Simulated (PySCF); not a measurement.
Point-charge models of `P(=C(/C(C)C)F)/C[SiH3]` against its computed dipole.

Coordinates (PBE0-D3(BJ)/def2-SVP, Å) and charges (e) from the PBE0/pcSseg-1 density (PySCF):

```csv
atom,x,y,z,Mulliken,IAO,Hirshfeld,ESP-fitted
C1,-2.322,-0.686,0.200,-0.2152,-0.4073,-0.1158,-0.5419
C2,-1.030,0.057,-0.151,-0.3898,-0.1142,-0.0315,+0.4014
C3,-1.314,1.465,-0.679,-0.2183,-0.4058,-0.1165,-0.6109
C4,-0.246,-0.725,-1.157,+0.0555,+0.0588,+0.0437,+0.1162
F5,-0.923,-0.837,-2.313,-0.2661,-0.2594,-0.0650,-0.1450
P6,1.257,-1.494,-1.119,+0.3110,+0.2917,+0.0485,-0.2200
C7,1.860,-1.138,0.606,-0.8050,-0.7265,-0.2037,-0.1426
Si8,2.701,0.545,0.783,+0.4958,+0.5909,+0.3010,+0.2706
H9,-2.947,-0.819,-0.695,+0.1269,+0.1454,+0.0388,+0.1503
H10,-2.902,-0.117,0.942,+0.1207,+0.1400,+0.0442,+0.1377
H11,-2.108,-1.682,0.617,+0.1224,+0.1420,+0.0393,+0.1307
H12,-0.417,0.145,0.758,+0.1391,+0.1353,+0.0386,+0.0380
H13,-1.897,1.419,-1.610,+0.1262,+0.1449,+0.0377,+0.1697
H14,-0.379,2.007,-0.887,+0.1341,+0.1436,+0.0374,+0.1480
H15,-1.890,2.041,0.060,+0.1192,+0.1398,+0.0441,+0.1542
H16,2.621,-1.908,0.819,+0.1887,+0.1683,+0.0457,+0.1365
H17,1.072,-1.260,1.367,+0.1879,+0.1565,+0.0430,+0.0443
H18,1.711,1.647,0.590,-0.0869,-0.1198,-0.0741,-0.0825
H19,3.776,0.680,-0.244,-0.0662,-0.1084,-0.0761,-0.0580
H20,3.311,0.684,2.144,-0.0800,-0.1156,-0.0792,-0.0966
```

**Question.** What dipole does each set of charges give (1 e·Å = 4.803 D), and what does the density give?

**Answer.** The full density gives (-0.68, 0.60, 2.36) D, 2.53 D in size; dipole vectors point from the negative to the positive end.

```
    scheme     μx    μy    μz  size (D)  share of the full size (%)  angle to the full dipole (°)
  Mulliken   0.62  1.24  1.75      2.23                          88                            38
       IAO   1.25  0.59  1.77      2.25                          89                            50
 Hirshfeld  -0.11  0.02  0.47      0.48                          19                            11
ESP-fitted  -0.66  0.56  2.35      2.50                          99                             1
```

**Question.** Which set comes closest?

**Answer.** Length of the difference vector: ESP-fitted 0.05 D, Mulliken 1.57 D, IAO 2.02 D, Hirshfeld 2.06 D. Closest: ESP-fitted. 

**Question.** What is left for the Hirshfeld atoms' own dipoles?

**Answer.** The shares of the density sum to the whole, so what Σ q r misses lies in dipoles about the nuclei. The atomic dipoles sum to (-0.68, 0.60, 2.36) − (-0.11, 0.02, 0.47) = (-0.57, 0.58, 1.89) D, 2.06 D in size.

**Question.** With the origin at the mean of the coordinates, (-0.003, 0.001, 0.002) Å, which are the largest single terms, by size, of the ESP-fitted dipole along the direction of the full one?

**Answer.** P6 +1.84, C1 -1.67, F5 +1.47, H10 +1.08, H15 +0.77 D; all 20 atoms together +2.50 D. The single terms depend on the origin, their sum doesn't.

**Question.** Give the size of the full dipole in other units.

**Answer.** 2.53 D = 0.995 au = 0.527 e·Å = 8.44 × 10⁻³⁰ C·m.

Isolated species at its PBE0-D3(BJ)/def2-SVP geometry (one conformer only).

Shape of the structure used: `[CH3:1][CH:2]([CH3:3])/[C:4]([F:5])=[P:6]\[CH2:7][SiH3:8]`: C1–C2–C4–F5 64°, C4–P6–C7–Si8 -84°.
